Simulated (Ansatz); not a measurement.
Ideal-gas functions of `[S]=[W]([Cl])([Cl])([Cl])[Cl]` at 298.15 K and 1 bar, from an Ansatz frequency run at PBE0-D4/def2-TZVP.

Molar mass 357.72 g/mol, point group C4v (symmetry number 4), electronic degeneracy 1, moments of inertia 532.587, 532.63, 694.6 u Å². Harmonic wavenumbers (cm⁻¹, unscaled): 62, 150, 150, 163, 174, 174, 226, 323, 385, 385, 407, 590.

Use S(trans) = R[1.5 ln M + 2.5 ln T − 1.1517]; rotational temperatures θ = 24.2544 K / I; S(rot) = R[ln(√π/σ · √(T³/θAθBθC)) + 1.5]; for each mode x = 1.438777 ν̃/T, S = R[x/(eˣ − 1) − ln(1 − e⁻ˣ)] and H = RT x/(eˣ − 1); 1 cm⁻¹ = 0.0119627 kJ/mol; R = 8.31446 J/(mol·K).

Question: By hand: the entropy, in J/(mol·K).

Answer: Translation 182.2. Rotation: θ = 0.0455, 0.0455, 0.0349 K, giving 116.4. Vibration, mode by mode: 18.38, 11.18, 11.18, 10.52, 10.01, 10.01, 7.99, 5.42, 4.27, 4.27, 3.92, 1.95, in all 99.1. Electronic 0.0. Sum 397.7 J/(mol·K).

Question: By hand: H − E and G − E in kJ/mol, counted from the electronic energy.

Answer: Zero-point energy ½ × 3189 × 0.0119627 = 19.1; thermal vibration 15.6; translation, rotation and pV give 4 RT = 9.9. H − E = 44.6 kJ/mol, and G − E = 44.6 − 298.15 × 397.7/1000 = -74.0 kJ/mol.

Vibration gives 25 % of the entropy, 18.4 J/(mol·K) of it from the mode under 150 cm⁻¹: soft modes count most, and the harmonic formula is weakest for them.
